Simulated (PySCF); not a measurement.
SZn. Atoms are numbered in the order given.

```xyz
2

Zn     0.0000     0.0000    -0.7180
S      0.0000     0.0000     1.3463
```
Charge 0, spin multiplicity 1.

Coordinates come from a PBE-D3(BJ)/def2-TZVP optimisation.

Calculation: PBE-D3(BJ)/def2-TZVP (PySCF 2.14.0).

Frequencies are harmonic and unscaled.

**Question.** Give all harmonic wavenumbers and intensities. (The exact figures need the calculation; the answer reports its results.)

**Answer.** 
| mode | ν (cm⁻¹) | IR (km/mol) | moving atoms (share of kinetic energy) |
|---|---|---|---|
| 1 | 449 | 5.6 | S 67 %, Zn 33 % |
